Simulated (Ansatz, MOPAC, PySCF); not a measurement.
Complex: HCl (SMILES Cl) (first 2 atoms) with ClH3Si (SMILES [SiH3]Cl); geometry from B3LYP-D3(BJ)/def2-TZVP, rigid monomers moved along the line of their centres of mass till H2···Cl4 is 3.45 Å.
(charge 0, multiplicity 1):
| atom | x (Å) | y (Å) | z (Å) |
|---|---|---|---|
| Cl | 0.1814 | 0.4272 | -0.0816 |
| H | -0.0892 | -0.4557 | 0.8177 |
| Si | -0.0594 | 0.4329 | 4.7823 |
| Cl | -0.5106 | -1.4764 | 4.0849 |
| H | -0.1541 | 0.3935 | 6.2535 |
| H | -1.0442 | 1.3678 | 4.2111 |
| H | 1.3089 | 0.7623 | 4.3466 |

Monomers are frozen at their geometry in the pair; levels with a basis set take the counterpoise correction. Rows marked so take none.

Correlated levels freeze the cores. CBS(a, b) extrapolates the correlation energy as X⁻³ and adds the Hartree–Fock energy of set b. Rows in 6-31G*, LANL2DZ, STO-3G carry no dispersion term and start afresh at each structure (6-31G* with six Cartesian d functions). MP2/6-31G* freezes PySCF's default core. LANL2DZ brings its own core potentials from Na on. The state reached by AM1, PM6 isn't checked.

The values were computed with Ansatz (an electronic-structure program); MOPAC for AM1, PM6 (differences of heats of formation); PySCF for 6-31G* rows, LANL2DZ rows, STO-3G rows, the dispersion terms. 

Other levels give for the interaction energy: PBE/def2-TZVPPD -0.95; B3LYP/def2-TZVPPD -0.56; B3LYP-D3(BJ)/def2-TZVPPD -1.35; wB97M-V/def2-TZVPPD -1.20; MP2/CBS(aug-cc-pV(D+d)Z, aug-cc-pV(T+d)Z) + ΔCCSD(T)/aug-cc-pV(D+d)Z -1.23 kcal/mol.

Common cheap choices:

```tsv
level	interaction energy (kcal/mol)	less -1.23 (MP2/CBS(aug-cc-pV(D+d)Z, aug-cc-pV(T+d)Z) + ΔCCSD(T)/aug-cc-pV(D+d)Z)
AM1	-0.44	0.79
PM6	-0.64	0.59
HF/STO-3G (no counterpoise)	-0.92	0.31
HF/6-31G*	-0.79	0.44
HF/6-31G* (no counterpoise)	-0.92	0.31
BP86/6-31G* (no counterpoise)	-0.72	0.51
B3LYP/LANL2DZ (no counterpoise)	-1.26	-0.03
MP2/6-31G* (no counterpoise)	-1.30	-0.07
```
